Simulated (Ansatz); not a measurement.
`FC[CH2][GeH3]` + `[GeH3][SeH]` → `[GeH3][Se][GeH3]` + `CCF` at 500 K and 1 bar (ligand exchange at a Ge–C bond).

Calculated with Ansatz (gas phase, PBE0-D4/def2-TZVP geometries, no zero-point term in ΔE). CCSD(T)/CBS adds triple-zeta CCSD(T) − MP2 to the extrapolated MP2 energy (def2 sets, frozen cores). For Ge, Se outer-core shells are correlated without core-valence functions, which leaves a few kJ/mol of doubt a bond. Scalar relativity is left out up to krypton. One conformer a species, not always the lowest.

```tsv
species	CCSD(T)/CBS energy (Eh)	H − E (kJ/mol)	S (J/(mol·K))
`FC[CH2][GeH3]`	-2256.20663	256.6	392.0
`[GeH3][SeH]`	-4479.23116	112.4	340.9
`[GeH3][Se][GeH3]`	-6556.56757	172.0	434.9
`CCF`	-178.90141	205.5	299.6
```

H − E and S are ideal-gas, rigid-rotor, harmonic terms from PBE0-D4/def2-TZVP, for one conformer and one mirror image of each species. 1 Eh = 2625.50 kJ/mol, R = 8.31446 J/(mol·K).

Q: By hand: ΔE, ΔH, ΔS and ΔG.

A: ΔE = (-6556.56757) + (-178.90141) − (-2256.20663) − (-4479.23116) = -0.03119 Eh = -81.9 kJ/mol. Δ(H − E) = 172.0 + 205.5 − 256.6 − 112.4 = 8.5, so ΔH = -73.4 kJ/mol. ΔS = 434.9 + 299.6 − 392.0 − 340.9 = 1.6 J/(mol·K). ΔG = -73.4 − 500 × (1.6)/1000 = -74.2 kJ/mol.

Q: By hand: the equilibrium constant, and the temperature at which ΔG would vanish if ΔH and ΔS stayed fixed.

A: log₁₀ K = −ΔG/(RT ln 10) = 7.8. ΔH and −TΔS have one sign here, so there is no such temperature. One of them is within its doubt of zero, so this could turn.

The number of gas molecules stays the same, so ΔS is small and ΔH decides. A doubt of 5 kJ/mol in ΔE shifts log₁₀ K by 0.5 here. Other conformers and mirror images would add mixing entropy, several J/(mol·K) or more a flexible species. Modes under 60 cm⁻¹, often nearly free rotors, make the harmonic entropy too high. These are equilibria of isolated gas molecules and say nothing of rates. Largest T1 diagnostic: 0.011 (customary marks: 0.02 for closed shells, 0.045 for open ones).
